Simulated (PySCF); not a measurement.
hydrogen selenide cation (H2Se), SMILES [SeH2] (connectivity only; charge and spin as stated), charge +1, multiplicity 2.

Geometry: B3LYP-D3(BJ)/def2-TZVPD. The spin state was assumed, not searched.

All values below come from B3LYP/def2-TZVPD (PySCF).

```yaml
total_energy: -2402.42765 hartree
point_group: C2v
"α spin, highest occupied and lowest empty level": -16.49 and -7.67 eV
"β spin, highest occupied and lowest empty level": -17.83 and -12.86 eV
dipole_moment_about_the_centre_of_nuclear_charge: 1.33 D
mean_static_polarisability: 20.3 bohr³ (3.01 Å³)
polarisability_principal_values: 17.0, 21.5, 22.4 bohr³
"⟨S²⟩": 0.753 (pure state 0.75)
```
